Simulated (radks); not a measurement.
Values are calculated unless marked as measured or tabulated.
Neutral neon inside a hard spherical wall (all orbitals vanish at R), configuration held at [Ne] and not refilled when levels cross. Level of theory: scalar-relativistic Kohn-Sham, LDA (Slater exchange, Perdew-Wang correlation), spin-unpolarised, spherical densities, point nucleus (a radial shooting solver on a logarithmic mesh with Libxc functionals). Eigenvalues in eV, with the zero of energy where the potential of the charges vanishes at infinity; a dash marks a level that is unbound or too diffuse for the functional's potential to be trusted. A positive occupied level is held by the wall or, in an anion where self-interaction has pushed it up, behind a barrier. The pressure on the wall is -dE/dV.

\begin{tabular}{lrrrrrrrr}
R (bohr) & E (hartree) & kinetic (hartree) & e(1s) & e(2s) & e(2p) & e(3s, empty) & e(3p, empty) & pressure (GPa) \\ \hline
free & -128.37486 & 128.148 & -825.80 & -36.116 & -13.534 & -0.068 & - & 0 \\
20 & -128.37486 & 128.148 & -825.80 & -36.116 & -13.534 & -0.027 & 0.612 & < 0.0001 \\
12 & -128.37486 & 128.148 & -825.80 & -36.116 & -13.534 & 0.189 & 1.491 & < 0.0001 \\
10 & -128.37486 & 128.148 & -825.80 & -36.116 & -13.534 & 0.412 & 2.079 & < 0.0001 \\
7 & -128.37483 & 128.149 & -825.79 & -36.112 & -13.530 & 1.533 & 4.278 & 0.00309 \\
6 & -128.37462 & 128.151 & -825.77 & -36.094 & -13.512 & 2.627 & 6.055 & 0.0319 \\
4 & -128.36037 & 128.254 & -824.94 & -35.512 & -12.889 & 10.482 & 16.498 & 4.44 \\
3 & -128.24975 & 128.859 & -821.26 & -33.104 & -10.185 & 27.259 & 35.159 & 73.0 \\
2.5 & -127.97747 & 130.109 & -815.14 & -29.181 & -5.704 & 49.114 & 57.155 & 355 \\
\end{tabular}
